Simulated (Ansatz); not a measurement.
BH3 (SMILES B) moved off its minimum; all values from Ansatz (an electronic-structure program), cores frozen in correlated methods.
(charge 0, multiplicity 1)
```xyz
4

B      0.00408     0.03823     0.03739
H     -1.16453    -0.12042    -0.33800
H      0.45538    -0.61441     0.99228
H      0.74364     0.66765    -0.61346
```

Forces at B3LYP/def2-TZVPP (eV/Å):

| atom | Fx | Fy | Fz |
|---|---|---|---|
| B1 | -0.615 | -1.460 | 0.363 |
| H2 | 0.931 | 0.275 | 0.496 |
| H3 | -0.540 | 0.725 | -0.709 |
| H4 | 0.225 | 0.460 | -0.150 |

Give the forces (eV/Å), the total energy and the dipole at CCSD(T)/aug-cc-pVTZ.


```json
[
 {"atom": "B1", "Fx": "-0.632", "Fy": "-1.467", "Fz": "0.384"},
 {"atom": "H2", "Fx": "0.871", "Fy": "0.267", "Fz": "0.477"},
 {"atom": "H3", "Fx": "-0.519", "Fy": "0.692", "Fz": "-0.661"},
 {"atom": "H4", "Fx": "0.280", "Fy": "0.508", "Fz": "-0.200"}
]
```
Energy -26.5361 hartree, dipole 0.16 D.
